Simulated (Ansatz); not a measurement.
Al₃N₃H₁₂, a cluster cut from zinc blende AlN (hydrogen-capped). The state is a singlet with charge 0. Geometry r2SCAN-D4/def2-SVP.

Cartesian coordinates in Å:
```
Al -1.474 1.256 0.526
Al -0.350 -1.349 -1.440
Al 1.456 -0.386 1.322
N 0.335 1.223 1.285
N 1.356 -1.074 -0.512
N -1.294 0.355 -1.207
H -1.808 2.791 0.209
H -2.420 0.371 1.452
H -0.011 -1.476 -3.001
H -1.162 -2.480 -0.668
H 2.963 0.110 1.548
H 0.773 -1.449 2.292
H 0.877 2.012 0.915
H 0.205 1.472 2.274
H 2.002 -0.553 -1.116
H 1.783 -2.008 -0.466
H -0.970 1.027 -1.912
H -2.260 0.158 -1.499
```

Question: Estimate the orbital energies around the gap (eV) in Ansatz with HF/6-31G, LDA (SPW92)/def2-TZVP, LDA (SPW92)/def2-TZVPD, PBE-D4/def2-TZVP, BLYP-D4/def2-TZVP.

Answer: 
```tsv
orbital	HF/6-31G	LDA (SPW92)/def2-TZVP	LDA (SPW92)/def2-TZVPD	PBE-D4/def2-TZVP	BLYP-D4/def2-TZVP
HOMO−9	-16.92	-11.15	-11.16	-10.99	-10.84
HOMO−8	-14.96	-9.74	-9.75	-9.65	-9.52
HOMO−7	-14.95	-9.73	-9.74	-9.64	-9.51
HOMO−6	-14.10	-9.00	-9.01	-8.83	-8.68
HOMO−5	-13.23	-8.37	-8.38	-8.29	-8.18
HOMO−4	-11.83	-7.28	-7.29	-7.21	-7.11
HOMO−3	-11.82	-7.27	-7.28	-7.20	-7.10
HOMO−2	-11.08	-6.72	-6.73	-6.69	-6.61
HOMO−1	-10.89	-6.56	-6.56	-6.53	-6.45
HOMO	-10.87	-6.54	-6.54	-6.51	-6.43
LUMO	2.70	-1.18	-1.43	-0.99	-0.94
LUMO+1	2.71	-1.12	-1.25	-0.90	-0.81
LUMO+2	3.28	-1.12	-1.24	-0.89	-0.81
LUMO+3	4.03	-0.07	-0.37	0.15	0.25
LUMO+4	4.04	0.43	0.15	0.62	0.71
LUMO+5	4.12	0.44	0.16	0.62	0.71
```
